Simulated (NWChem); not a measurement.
## Basis-set dependence for FS

```xyz
2

S      0.0000     0.0000     0.5862
F      0.0000     0.0000    -1.0421
```
Charge 0, spin multiplicity 2.

Program: NWChem. All single points use one geometry, from UB3LYP/def2-SVP, a minimum by its harmonic frequencies.

Hartree-Fock energies in Ha, correlation energies in mHa.

The correlated methods keep 6 core orbitals frozen. The structure started from a generated list of species. The unpaired electrons of the parent sit in orbitals of symmetry b1 (C2v labels of the run); other states weren't searched. No SCF solution was tested for a lower state. Open-shell Hartree-Fock references start from PBE0 orbitals. Coupled-cluster values serve here as a point of comparison, not as the truth.

```csv
basis,functions,UHF,UMP2,SCS-UMP2,CCSD on ROHF,CCSD[T] on ROHF,CCSD(T) on ROHF,CCSD on UHF,CCSD[T] on UHF,CCSD(T) on UHF,CCSDT on ROHF,URI-MP2
3-21G,22,-494.40785,-159.2,-156.0,-168.0,-171.9,-171.0,-167.0,-170.8,-169.9,-171.3,not run
cc-pVDZ,32,-496.90772,-293.3,-285.3,-316.2,-324.1,-323.0,-311.7,-319.3,-318.2,-323.5,-293.3
cc-pVTZ,64,-496.96552,-395.4,-388.4,-420.1,-436.7,-435.5,-414.3,-430.4,-429.3,not run,-395.4
cc-pVQZ,114,-496.98000,-432.7,-428.4,not run,not run,not run,not run,not run,not run,not run,-432.7
```

From cc-pVTZ to cc-pVQZ the Hartree-Fock energy moves by -14.5 mHa and the UMP2 correlation energy by -37.3 mHa, which is 9 % of its value in the larger set.
